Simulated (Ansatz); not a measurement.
Born–Oppenheimer molecular dynamics of AlF$_{2}$H$_{5}$OSi (10 atoms, charge 0, multiplicity 1). It starts at the highest image of a converged band, a first-order saddle point between two minima.

All numbers below come from RKS PBE0-D4/def2-SVP (Ansatz).

```
ensemble                      : NVE (velocity Verlet)
time step                     : 0.5 fs
steps asked                   : 200
starting velocities drawn for : 100 K
seed                          : 4519
```

First frame:

```xyz
10
Properties=species:S:1:pos:R:3
Al 0.675 -1.019 -0.251
O 0.858 0.138 -1.633
F -0.337 -2.281 -0.620
F 2.037 -1.252 0.662
H 0.108 0.642 -0.721
Si -0.734 0.826 0.956
H 0.423 -0.009 -2.485
H -0.864 -0.232 2.016
H -0.052 2.006 1.562
H -2.115 1.181 0.514
```

(1) How far do the bonds stretch over the last three quarters of this one trajectory? (Pairs bonded in most of those frames.)

## Answers

(1) 
| bond | mean (Å) | spread (Å) | shortest | longest |
| --- | --- | --- | --- | --- |
| Al1–O2 | 1.683 | 0.020 | 1.65 | 1.72 |
| Al1–F3 | 1.659 | 0.029 | 1.61 | 1.71 |
| Al1–F4 | 1.652 | 0.021 | 1.62 | 1.69 |
| O2–H7 | 0.959 | 0.012 | 0.94 | 0.98 |
| H5–Si6 | 1.512 | 0.071 | 1.41 | 1.61 |
| Si6–H8 | 1.495 | 0.022 | 1.46 | 1.53 |
| Si6–H9 | 1.492 | 0.025 | 1.45 | 1.53 |
| Si6–H10 | 1.493 | 0.016 | 1.47 | 1.52 |

Mean temperature of the second half: 826 K. The conserved energy stayed within 0.093 meV per atom of its start (net change 0.043 meV per atom), so the integration is sound. The system heated up, since it started high on the potential surface and ran downhill. A run of 0.1 ps of so small a system gives no equilibrium averages. The orbitals stay closed-shell, which can raise the energy where a bond breaks towards radicals; this wasn't checked here.

Run time: 4.6 min on 2 threads of Intel(R) Xeon(R) 6975P-C (Granite Rapids), with other jobs on the host, peak memory 0.25 GiB.
